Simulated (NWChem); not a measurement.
**Atomisation of C2H3O**

```
C
O 1 1.3007
C 1 1.3402 2 130.07
H 3 1.0886 1 119.07 2 180.00
H 3 1.0907 4 119.61 1 180.00
H 1 1.1105 2 108.99 3 180.00
```
Charge 0, spin multiplicity 2.

The numbers come from NWChem runs, not from measurements. Structure: optimised with UPBE0/def2-SVP, a minimum by its harmonic frequencies. It is one conformer; others weren't searched.

Basis set: def2-TZVP. The atomisation energy is electronic alone: no zero-point, thermal, spin-orbit or counterpoise terms. No value is extrapolated to the basis-set limit. Free atoms are single determinants with multiplicities C 3, O 3, H 2.

B3LYP has NWChem's definition, with VWN1-RPA local correlation. The structure started from a generated list of species. The unpaired electrons of the parent sit in orbitals of symmetry a" (Cs labels of the run); other states weren't searched. The stability of the SCF solutions was not checked.

Problem. Order these methods by the atomisation energy they give, lowest first: M06-2X, LDA (SVWN5), PBE, B3LYP, PBE0.

Solution. M06-2X (566.3 kcal/mol), B3LYP (568.9 kcal/mol), PBE0 (572.1 kcal/mol), PBE (589.7 kcal/mol), LDA (SVWN5) (661.6 kcal/mol)
